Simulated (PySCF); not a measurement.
Species: C3H8Cl2O2Si.
Structure used (PBE0-D3(BJ)/def2-SVP), in Å, numbered top down from 1:
```xyz
16
C3H8Cl2O2Si angstrom
C      2.215    0.460   -0.848
O      1.762   -0.490    0.079
Si     0.877   -0.266    1.455
O     -0.699   -0.757    1.195
C     -1.344   -0.896   -0.026
C     -2.227    0.305   -0.316
Cl    -1.251    1.791   -0.455
Cl    -3.159    0.012   -1.795
H      1.421    1.166   -1.145
H      2.561   -0.068   -1.750
H      3.066    1.040   -0.449
H      1.405   -1.168    2.508
H      0.925    1.161    1.884
H     -2.003   -1.780    0.007
H     -0.640   -1.029   -0.867
H     -2.938    0.483    0.502
```

Computed, not measured: TDDFT wB97X-D/def2-SVPD, vertical, gas phase, core orbitals frozen in the response (PySCF 2.14.0, density-fitted response routines).

Transition dipole moments from the ground state, in atomic units and in the frame of the coordinates above (overall signs are arbitrary), for the states with f of 0.002 or more among the lowest 8:

```
state  E (eV)      μx      μy     μz
   S1   7.068   0.082  -0.107  0.035
   S2   7.281   0.209   0.124  0.157
   S3   7.507   0.086   0.074  0.047
   S4   7.712   0.062  -0.167  0.146
   S6   7.983   0.030   0.137  0.110
   S7   8.098  -0.099  -0.014  0.072
   S8   8.124  -0.136  -0.276  0.118
```

Question: What oscillator strength does each state have?

Answer: f = (2/3) ΔE |μ|² with ΔE in hartree (27.2114 eV).

```json
{"state": "S1", "|μ|² (au)": "0.020", "|μ| (D)": "0.36", "f": "0.003"}
{"state": "S2", "|μ|² (au)": "0.083", "|μ| (D)": "0.73", "f": "0.015"}
{"state": "S3", "|μ|² (au)": "0.015", "|μ| (D)": "0.31", "f": "0.003"}
{"state": "S4", "|μ|² (au)": "0.053", "|μ| (D)": "0.59", "f": "0.010"}
{"state": "S6", "|μ|² (au)": "0.032", "|μ| (D)": "0.45", "f": "0.006"}
{"state": "S7", "|μ|² (au)": "0.015", "|μ| (D)": "0.31", "f": "0.003"}
{"state": "S8", "|μ|² (au)": "0.108", "|μ| (D)": "0.84", "f": "0.022"}
```

Question: What angle do the transition dipoles of S4 and S8 make?

Answer: |cos θ| = |μa·μb| / (|μa| |μb|) = 0.72, so θ ≈ 44° (taken between 0 and 90°, since the signs are arbitrary).

Question: What peak molar absorption coefficient would the strongest computed level give as a lone Gaussian band 0.3 eV wide at half height?

Answer: ε(max) = 2.175×10⁸ f / FWHM, with the width in cm⁻¹. S8: 2.175×10⁸ × 0.0215 / 2420 ≈ 1900 L mol⁻¹ cm⁻¹.

The vertical ionisation energy (ΔSCF) is 10.31 eV, 2.18 eV above S8.

One conformer stands for the species.
